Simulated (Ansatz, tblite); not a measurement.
Isomers of HfSi3⁻ (doublet), found by a short tight-binding search and relaxed with PBE-D4/def2-SVPD in Ansatz.

In the def2 sets Hf takes a core potential; there is no spin–orbit coupling. The xTB rows come from tblite.

Run but left out: HF/def2-TZVPD, r2SCAN-D4/def2-TZVPD, MP2/def2-TZVPD, CCSD/def2-TZVPD, CCSD(T)/def2-TZVPD (A: ⟨S²⟩ 1.14 to 2.14, where a pure state has 0.75); PBE0-D4/def2-TZVPD, HSE06-D4/def2-TZVPD (B: ⟨S²⟩ 1.05 to 1.08, where a pure state has 0.75).

A: At PBE-D4/def2-TZVPD the charge -1 doublet is spin-contaminated (final ⟨S²⟩ up to 0.84, 0.75 for a pure state). B: At PBE-D4/def2-TZVPD the charge -1 doublet is spin-contaminated (final ⟨S²⟩ up to 0.86, 0.75 for a pure state). At PBE-D4/def2-TZVPD, B97M-V/def2-TZVPD the highest occupied level of the charge -1 doublet lies above zero (up to 0.39 eV). By energy differences its removal costs 1.68 eV (vertical, to the charge 0 triplet, at PBE-D4/def2-TZVPD); a positive level beside a positive removal energy at the same level points to self-interaction error.

Other spin states were run for one of them alone.

A:

| atom | x (Å) | y (Å) | z (Å) |
| --- | --- | --- | --- |
| Hf1 | -0.677 | -1.427 | -0.231 |
| Si2 | 1.677 | -0.756 | 0.603 |
| Si3 | -1.573 | 0.975 | -0.567 |
| Si4 | 0.573 | 1.207 | 0.195 |

B:

```
atom   x (Å)   y (Å)   z (Å)
 Hf1   1.438   0.182  -0.383
 Si2  -0.288   0.595   1.402
 Si3  -0.927   0.830  -0.937
 Si4  -0.224  -1.607  -0.082
```

Q: Estimate their order by electronic energy at B97M-V/def2-TZVPD, counted from the lowest.

A: B (0.0) < A (5.3), in kcal/mol.

Q: Do the other levels pick the same lowest one?

A: Not GFN2-xTB. Energies above each level's lowest (kcal/mol):

```tsv
level	A	B
GFN2-xTB	0.0	23.6
PBE-D4/def2-TZVPD	6.3	0.0
B97M-V/def2-TZVPD	5.3	0.0
```
Point groups (tolerance 0.1 Å): A C2v, B Cs. A and B have the same bonds, so they are conformers or stereoisomers. Lower isomers may exist.
